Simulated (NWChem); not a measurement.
System: MgHI; SMILES [MgH][I]

NWChem input:

```
start job
memory heap 200 mb stack 900 mb global 1100 mb
geometry units angstroms noautosym nocenter noautoz
  Mg     0.000000     0.000000    -1.999534
  H      0.000000     0.000000    -3.695352
  I      0.000000     0.000000     0.582998
end
basis spherical
  * library def2-svp
end
ecp
  I library def2-ecp
end
dft
  xc bhlyp
  iterations 150
end
tddft
  nroots 8
  notriplet
end
task tddft energy
```

Output (shortened):

```
             Northwest Computational Chemistry Package (NWChem) 7.3.0
             --------------------------------------------------------

                             Geometry "geometry" -> ""
                             -------------------------

 Output coordinates in angstroms (scale by  1.889725989 to convert to a.u.)

  No.       Tag          Charge          X              Y              Z
 ---- ---------------- ---------- -------------- -------------- --------------
    1 Mg                  12.0000     0.00000000     0.00000000    -1.99953400
    2 H                    1.0000     0.00000000     0.00000000    -3.69535200
    3 I                   53.0000     0.00000000     0.00000000     0.58299800

 Effective nuclear repulsion energy (a.u.)     140.6204527519

                                 NWChem DFT Module
                                 -----------------

 Summary of "ao basis" -> "ao basis" (spherical)
 ------------------------------------------------------------------------------
       Tag                 Description            Shells   Functions and Types
 ---------------- ------------------------------  ------  ---------------------
 Mg                         def2-svp                 8       18   4s3p1d
 H                          def2-svp                 3        5   2s1p
 I                          def2-svp                10       26   4s4p2d

            General Information
            -------------------
          SCF calculation type: DFT
          Wavefunction type:  closed shell.
          No. of atoms     :     3
          No. of electrons :    38
           Alpha electrons :    19
            Beta electrons :    19
          Charge           :     0
          Spin multiplicity:     1
          Use of symmetry is: off; symmetry adaption is: off
          Maximum number of iterations: 150
          AO basis - number of functions:    49
                     number of shells:    21
          Convergence on energy requested:  1.00D-06
          Convergence on density requested:  1.00D-05
          Convergence on gradient requested:  5.00D-04

              XC Information
              --------------
                        BHLYP Method XC Functional
                     Hartree-Fock (Exact) Exchange  0.500
                        Slater Exchange Functional  0.500 local
                    Becke 1988 Exchange Functional  0.500 non-local
              Lee-Yang-Parr Correlation Functional  1.000

             Grid Information
             ----------------
          Grid used for XC integration:  medium
          Radial quadrature: Mura-Knowles
          Angular quadrature: Lebedev.
          Tag              B.-S. Rad. Rad. Pts. Rad. Cut. Ang. Pts.
          ---              ---------- --------- --------- ---------
          Mg                  1.50       88          10.0       590
          H                   0.35       45          11.0       434
          I                   1.40      123          11.0       590
          Grid pruning is: on
          Number of quadrature shells:   256
          Spatial weights used:  Erf1

      Superposition of Atomic Density Guess
      -------------------------------------

 Sum of atomic energies:        -547.16120959

      Non-variational initial energy
      ------------------------------

 Total energy =    -496.784598
 1-e energy   =    -933.397377
 2-e energy   =     368.304108
 HOMO         =      -0.348868
 LUMO         =      -0.020498

   convergence    iter        energy       DeltaE   RMS-Dens  Diis-err
 ---------------- ----- ----------------- --------- --------- ---------
 d= 0,ls=0.0,diis     1   -498.2916426768 -5.67D+02  1.32D-02  7.96D-02
 d= 0,ls=0.0,diis     2   -498.3078951703 -1.63D-02  5.45D-03  3.29D-02
 d= 0,ls=0.0,diis     3   -498.3140531577 -6.16D-03  7.31D-04  8.68D-04
 d= 0,ls=0.0,diis     4   -498.3142357866 -1.83D-04  1.28D-04  1.46D-05
 d= 0,ls=0.0,diis     5   -498.3142401149 -4.33D-06  3.94D-05  1.25D-06
 d= 0,ls=0.0,diis     6   -498.3142404211 -3.06D-07  7.90D-06  4.16D-08

[...]

                                NWChem TDDFT Module
                                -------------------

            General Information
            -------------------
           No. of orbitals :      98
            Alpha orbitals :      49
             Beta orbitals :      49
        Alpha frozen cores :       0
         Beta frozen cores :       0
     Alpha frozen virtuals :       0
      Beta frozen virtuals :       0
         Spin multiplicity :       1
    Number of AO functions :      49
        Use of symmetry is : off
      Symmetry adaption is : off
         Schwarz screening :  0.10D-07

              XC Information
              --------------
                 BHLYP Method XC Functional
              Hartree-Fock (Exact) Exchange   0.50
                 Slater Exchange Functional   0.50 local
             Becke 1988 Exchange Functional   0.50 non-local
       Lee-Yang-Parr Correlation Functional   1.00

             TDDFT Information
             -----------------
          Calculation type : TDDFT
         Wavefunction type : Restricted singlets
          No. of electrons :      38
           Alpha electrons :      19
            Beta electrons :      19
              No. of roots :       8
          Max subspacesize :    5600
            Max iterations :     100
               Target root :       1
           Target symmetry : none
      Symmetry restriction : off
                 Algorithm : Optimal
        Davidson threshold :  0.10D-03

    8 smallest eigenvalue differences (eV)
--------------------------------------------------------
  No. Spin  Occ  Vir  Irrep   E(Occ)    E(Vir)   E(Diff)
--------------------------------------------------------
    1    1   19   20 a        -0.307    -0.015     7.951
    2    1   18   20 a        -0.307    -0.015     7.951
    3    1   19   21 a        -0.307    -0.004     8.262
    4    1   19   22 a        -0.307    -0.004     8.262
    5    1   18   21 a        -0.307    -0.004     8.262
    6    1   18   22 a        -0.307    -0.004     8.262
    7    1   17   20 a        -0.333    -0.015     8.654
    8    1   17   21 a        -0.333    -0.004     8.964
--------------------------------------------------------

  Entering Davidson iterations
  Restricted singlet excited states

  Iter   NTrls   NConv    DeltaV     DeltaE      Time
  ----  ------  ------  ---------  ---------  ---------
    1      8       0     0.16E+00   0.10+100        1.7
    2     24       0     0.26E-01   0.12E-01        2.3
    3     40       0     0.85E-01   0.70E-02        2.3
    4     56       1     0.29E-01   0.19E-01        2.3
    5     70       4     0.66E-02   0.14E-02        2.2
    6     78       6     0.10E-02   0.22E-04        1.7
    7     82       7     0.18E-03   0.29E-06        1.4
    8     84       8     0.81E-04   0.83E-08        1.2
  ----  ------  ------  ---------  ---------  ---------
  Convergence criterion met

  Ground state a        -498.314240421092 a.u.

  ----------------------------------------------------------------------------
  Root   1 singlet a              0.199323626 a.u.                5.4239 eV
  ----------------------------------------------------------------------------
     Transition Moments    X  0.39816   Y  0.45321   Z  0.00000
     Dipole Oscillator Strength                    0.0483594191
     Electric Quadrupole                           0.0000000006
     Magnetic Dipole                               0.0000000701
     Total Oscillator Strength                     0.0483594898

     Occ.   17  a   ---  Virt.   22  a    0.07533 X
     Occ.   18  a   ---  Virt.   20  a    0.08144 X
     Occ.   19  a   ---  Virt.   20  a   -0.98293 X
     Occ.   19  a   ---  Virt.   23  a    0.11657 X
  ----------------------------------------------------------------------------
  Root   2 singlet a              0.199323627 a.u.                5.4239 eV
  ----------------------------------------------------------------------------
     Transition Moments    X  0.45320   Y -0.39815   Z -0.00000
     Dipole Oscillator Strength                    0.0483585711
     Electric Quadrupole                           0.0000000006
     Magnetic Dipole                               0.0000000701
     Total Oscillator Strength                     0.0483586418

     Occ.   17  a   ---  Virt.   21  a    0.07533 X
     Occ.   18  a   ---  Virt.   20  a   -0.98293 X
     Occ.   18  a   ---  Virt.   23  a    0.11657 X
     Occ.   19  a   ---  Virt.   20  a   -0.08144 X
  ----------------------------------------------------------------------------
  Root   3 singlet a              0.217683522 a.u.                5.9235 eV
  ----------------------------------------------------------------------------
     Transition Moments    X  0.00000   Y -0.00000   Z  0.00000
     Dipole Oscillator Strength                    0.0000000000
     Electric Quadrupole                           0.0000000000
     Magnetic Dipole                               0.0000000000
     Total Oscillator Strength                     0.0000000000

     Occ.   18  a   ---  Virt.   21  a   -0.08192 X
     Occ.   18  a   ---  Virt.   22  a   -0.69709 X
     Occ.   18  a   ---  Virt.   28  a   -0.08269 X
     Occ.   19  a   ---  Virt.   21  a    0.69709 X
     Occ.   19  a   ---  Virt.   22  a   -0.08192 X
     Occ.   19  a   ---  Virt.   27  a   -0.08270 X
  ----------------------------------------------------------------------------
  Root   4 singlet a              0.218024831 a.u.                5.9328 eV
  ----------------------------------------------------------------------------
     Transition Moments    X  0.00000   Y -0.00000   Z -0.00000
     Dipole Oscillator Strength                    0.0000000000
     Electric Quadrupole                           0.0000000450
     Magnetic Dipole                               0.0000000000
     Total Oscillator Strength                     0.0000000450

[...]
```

Level: BHandHLYP/def2-SVP with def2 effective core potentials on I, full TDDFT. Geometry: optimised at PBE-D3(BJ)/def2-SVP. def2 effective core potentials on I; no spin-orbit coupling.
